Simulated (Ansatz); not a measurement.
Born–Oppenheimer molecular dynamics of Cl3HOSi (6 atoms, charge 0, multiplicity 1). It starts from a relaxed structure.

All numbers below come from RKS LDA/STO-3G (Ansatz 0.2.0).

```
ensemble        : NVT, Langevin thermostat
time step       : 1 fs
steps asked     : 300
set temperature : 300 K
friction        : 0.05 /fs
seed            : 343753
```

Frames 1 fs apart, positions in Å.

Velocities at 10 fs (Å/ps):

```
Si -3.78 -1.69 -3.51
O -5.18 -4.79 6.21
H 7.06 -6.84 4.07
Cl -4.68 1.45 0.83
Cl 0.72 2.07 2.90
Cl 1.79 -4.12 1.44
```

```xyz
6
Properties=species:S:1:pos:R:3 time_fs=10 energy_less_start_eV=0.040 T=300
Si -0.035 -0.066 -0.004
O 0.027 -0.132 1.648
H -0.933 -0.207 1.978
Cl 1.925 0.023 -0.617
Cl -1.034 1.699 -0.691
Cl -0.992 -1.728 -0.794
6
Properties=species:S:1:pos:R:3 time_fs=11 energy_less_start_eV=0.049 T=340
Si -0.039 -0.068 -0.008
O 0.021 -0.137 1.654
H -0.928 -0.215 1.978
Cl 1.920 0.025 -0.616
Cl -1.033 1.701 -0.688
Cl -0.990 -1.732 -0.793
6
Properties=species:S:1:pos:R:3 time_fs=12 energy_less_start_eV=0.057 T=367
Si -0.042 -0.069 -0.011
O 0.016 -0.144 1.661
H -0.930 -0.228 1.982
Cl 1.915 0.026 -0.615
Cl -1.032 1.704 -0.686
Cl -0.989 -1.737 -0.790
6
Properties=species:S:1:pos:R:3 time_fs=13 energy_less_start_eV=0.055 T=380
Si -0.045 -0.070 -0.014
O 0.013 -0.152 1.668
H -0.942 -0.243 1.992
Cl 1.910 0.027 -0.612
Cl -1.032 1.706 -0.685
Cl -0.988 -1.742 -0.788
6
Properties=species:S:1:pos:R:3 time_fs=14 energy_less_start_eV=0.061 T=336
Si -0.048 -0.070 -0.015
O 0.010 -0.159 1.677
H -0.958 -0.258 2.003
Cl 1.905 0.029 -0.609
Cl -1.032 1.708 -0.684
Cl -0.989 -1.747 -0.786
6
Properties=species:S:1:pos:R:3 time_fs=15 energy_less_start_eV=0.074 T=265
Si -0.050 -0.070 -0.015
O 0.008 -0.163 1.686
H -0.968 -0.271 2.015
Cl 1.901 0.033 -0.607
Cl -1.032 1.710 -0.683
Cl -0.990 -1.750 -0.784
6
Properties=species:S:1:pos:R:3 time_fs=16 energy_less_start_eV=0.086 T=265
Si -0.053 -0.070 -0.014
O 0.007 -0.166 1.694
H -0.971 -0.281 2.030
Cl 1.896 0.035 -0.606
Cl -1.032 1.710 -0.681
Cl -0.990 -1.754 -0.783
6
Properties=species:S:1:pos:R:3 time_fs=17 energy_less_start_eV=0.094 T=253
Si -0.055 -0.068 -0.013
O 0.004 -0.167 1.701
H -0.968 -0.292 2.041
Cl 1.890 0.038 -0.605
Cl -1.033 1.710 -0.678
Cl -0.990 -1.758 -0.781
6
Properties=species:S:1:pos:R:3 time_fs=18 energy_less_start_eV=0.099 T=277
Si -0.058 -0.066 -0.012
O 0.000 -0.168 1.706
H -0.960 -0.308 2.041
Cl 1.884 0.041 -0.604
Cl -1.033 1.708 -0.676
Cl -0.990 -1.762 -0.778
6
Properties=species:S:1:pos:R:3 time_fs=19 energy_less_start_eV=0.102 T=296
Si -0.060 -0.064 -0.009
O -0.002 -0.169 1.710
H -0.951 -0.334 2.035
Cl 1.879 0.043 -0.604
Cl -1.035 1.706 -0.673
Cl -0.990 -1.766 -0.776
6
Properties=species:S:1:pos:R:3 time_fs=20 energy_less_start_eV=0.098 T=272
Si -0.062 -0.062 -0.006
O -0.003 -0.171 1.711
H -0.949 -0.369 2.025
Cl 1.875 0.044 -0.603
Cl -1.037 1.705 -0.671
Cl -0.990 -1.770 -0.773
6
Properties=species:S:1:pos:R:3 time_fs=21 energy_less_start_eV=0.089 T=309
Si -0.063 -0.059 -0.002
O -0.004 -0.172 1.710
H -0.949 -0.412 2.013
Cl 1.870 0.046 -0.603
Cl -1.040 1.704 -0.668
Cl -0.990 -1.773 -0.771
```

Of the whole run (300 fs, mean temperature of the second half 278 K): A run of 0.3 ps of so small a system gives no equilibrium averages. Limits of this set-up: minimal basis.

The run took 6.6 min on 1 thread of Arm Neoverse V1, on a shared host, peak memory 0.088 GiB.
